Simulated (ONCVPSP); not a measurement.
# chromium (Cr): excitation energies, all-electron against ONCV

* Element: chromium
* Generator: ONCVPSP 4.0.1
* Type: optimised norm-conserving Vanderbilt (ONCV)
* Functional: PBE
* Relativity: non-relativistic
* Frozen core: [Ar]
* Valence charge: 6
* Reference configuration: 3d5 4p1
* Partial waves: s scattering state at 0.35 Ha: rc 4.30 bohr, ncon 4, nbas 8, qcut 1.3 1/bohr, 2 projectors, debl 3 Ha; 4p: rc 4.00 bohr, ncon 4, nbas 7, qcut 2.3 1/bohr, 1 projector; 3d: rc 1.60 bohr, ncon 4, nbas 9, qcut 8.7 1/bohr, local
* Local potential: the d channel
* Core correction: none

In the s channel the program set the typed energies aside and used -0.178, 2.822 Ha.

Energies are relative to the spin-unpolarised reference configuration 3d5 4p1; without spin polarisation the order of configurations can differ from experiment. Not all tests gave a result: 1 of 4 tests not solved or not reliable.

| valence configuration | charge | ΔE all-electron (eV) | error AE − PS (meV) |
| --- | --- | --- | --- |
| 3d5 4s1 4p0 | 0 | -3.027 | -30 |
| 3d5 4p0 | +1 | 3.752 | +6.9 |
| 3d4 4s1 4p1 | 0 | 0.610 | +83 |

Levels in the configuration 3d4 4s1 4p1:

```tsv
level	all-electron (eV)	pseudo (eV)
3d	-7.622	-7.592
4p	-2.115	-2.110
4s	-5.726	-5.863
```

Note: ghosts flagged at negative energy: s at -86.7 eV, p at -43.5 eV (a further GHOST(-) flag falls on a real empty level of the atom); no localised positive-energy state flagged. A true bound ghost makes a file unfit for plane-wave use.
